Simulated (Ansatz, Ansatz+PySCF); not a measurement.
```yaml
atoms:
  - { symbol: C, position_ang: [0.0000, 0.0000, -0.6280] }
  - { symbol: C, position_ang: [0.0000, 0.0000, 0.6280] }
```

Basis set: def2-SVP (spherical functions). Charge 0, multiplicity 1.

Computed with Ansatz (development build ahead of 0.2.0); each method stands on the lowest determinant of its kind that the runs found. Restricted functionals stand beside restricted open-shell atoms, which can lie above the unrestricted atoms usual in DFT and then raise those values.

Question: Give the atomization energy at this shape (free ground-state atoms in the same class of orbitals less the molecule, no zero-point energy) of singlet C₂ by ωB97X (unrestricted), r²SCAN (unrestricted), ωB97X (restricted), r²SCAN (restricted), PBE (unrestricted), PBE0 (unrestricted), PBE (restricted), PBE0 (restricted), UHF.

Answer:

```csv
method,atomization energy
ωB97X (unrestricted),5.70 eV
r²SCAN (unrestricted),6.18 eV
ωB97X (restricted),4.88 eV
r²SCAN (restricted),5.49 eV
PBE (unrestricted),6.78 eV
PBE0 (unrestricted),6.15 eV
PBE (restricted),6.37 eV
PBE0 (restricted),5.35 eV
UHF,4.06 eV
```

Caution for ωB97X (unrestricted), PBE0 (unrestricted), UHF: the determinant breaks the point group; the unrestricted determinant is a mixture of spin states. Caution for r²SCAN (unrestricted), PBE (unrestricted): the unrestricted determinant is spin contaminated. Caution for ωB97X (restricted), r²SCAN (restricted), PBE (restricted), PBE0 (restricted): an unrestricted determinant lies well below.
